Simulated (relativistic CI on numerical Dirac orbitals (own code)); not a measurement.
## What each ingredient does to the levels of Nd

Base calculation: Dirac-Coulomb-Breit CI, separate exchange-only KLI orbitals for each configuration, QED by a radiative potential, valence Slater integrals scaled by 0.85, P86 correlation energy added to each configuration.

CI space (outside the closed core [Xe]): 4f⁴6s², 4f³6s²5d, 4f⁴6s5d, 4f³6s5d², 4f⁴6s6p, 4f³6s²6p, 4f³6s²7p, 4f³6s²8s, 4f³6s²8p, 4f⁴7s², 4f³5d7s², 4f³6p7s², 4f³7s²7p, 4f³7s²8s. Double excitations out of closed p, d and f shells are left out; levels of such configurations are missing from the list, as are those of other unlisted configurations, and high levels can miss mixing partners.

Variants: (1) Slater integrals left unscaled; (2) valence Slater integrals scaled by 0.75; (3) Breit term removed. Shifts of the energy above 4f³6s5d² ⁷M°6, in cm⁻¹, for the lowest level and the first level of each name with at least 55 % of one term (blank where a level changes its place among those of its configuration and J or its character, or is not in the variant):

```
         Level    Base     Δ(1)     Δ(2)    Δ(3)
 4f³6s5d² ⁷M°6     0.0      0.0      0.0     0.0
 4f³6s5d² ⁷M°7   893.4    +10.6     -4.3   +75.1
 4f³6s5d² ⁷M°8  1931.7    +19.0     -7.7  +168.1
 4f³6s²5d ⁵L°6  2833.9  +1317.7   -891.7   -41.8
 4f³6s5d² ⁷M°9  3108.2    +27.0    -10.6  +278.7
 4f³6s²5d ⁵K°5  3220.9  +1540.1   -946.0   -44.7
 4f³6s5d² ⁷L°5  3894.5   +510.1   -425.1   +14.9
 4f³6s5d² ⁷K°4  4106.9   +621.2   -419.3   +24.9
 4f³6s²5d ⁵L°7  4340.7  +1260.6   -871.4   +95.4
4f³6s5d² ⁷M°10  4413.6    +36.2    -14.3  +406.6
 4f³6s5d² ⁷L°6  4494.4   +698.7   -340.6   +68.7
 4f³6s²5d ⁵K°6  4742.4  +1322.2  -1029.2   +90.2
 4f³6s5d² ⁷K°5  4767.0   +638.2   -428.2   +78.8
 4f³6s5d² ⁷I°3  5374.6   +843.0   -566.5   +18.8
 4f³6s5d² ⁷L°7  5405.8   +707.7   -454.5  +136.2
 4f³6s5d² ⁷K°6  5578.6   +688.7   -437.6  +150.3
4f³6s5d² ⁷M°11  5833.3    +50.2    -22.3  +549.8
 4f³6s5d² ⁷I°4  5890.4   +882.5   -436.1   +49.9
 4f³6s²5d ⁵L°8  5973.9  +1463.4   -833.6  +244.1
 4f³6s²5d ⁵K°7  6199.1  +1452.4   -921.9  +233.3
 4f³6s²5d ⁵I°4  6425.1  +1693.0  -1309.1   +17.3
 4f³6s5d² ⁷L°8  6464.7   +503.5   -485.6  +240.9
```

Correlation outside the listed configurations is missing or only estimated: errors of thousands of cm⁻¹ between configurations and terms are usual at this charge. Rates and lifetimes follow the computed energies and can be off by large factors. The fine structure of a lone outer electron comes out too small, for d and f at times inverted, and misplaced configurations move strength between like terms. 38 of the 38 excited levels that our extract of the measured tables holds in this range could be paired (the sources list more); they are missed by 7227 cm⁻¹ on average and 17362 at most, and levels without a partner can miss by more. Some levels of the ground configuration have no partner and can miss by 10 % or more. The computed lowest level isn't the tabulated ground level, which NIST ASD gives as 4f4 6s2 5I4.

Ionisation energy from the two ground configurations alone: base 5.059 eV; Slater integrals left unscaled 5.036 eV; valence Slater integrals scaled by 0.75 5.074 eV; Breit term removed 5.064 eV. The NIST ASD value (measured) is 5.525 eV. The gap of more than 2 % comes from missing correlation.

LS names give the leading component of a level, which can be under half, so a name can repeat, a term be missing and a line seem to break the LS rules.
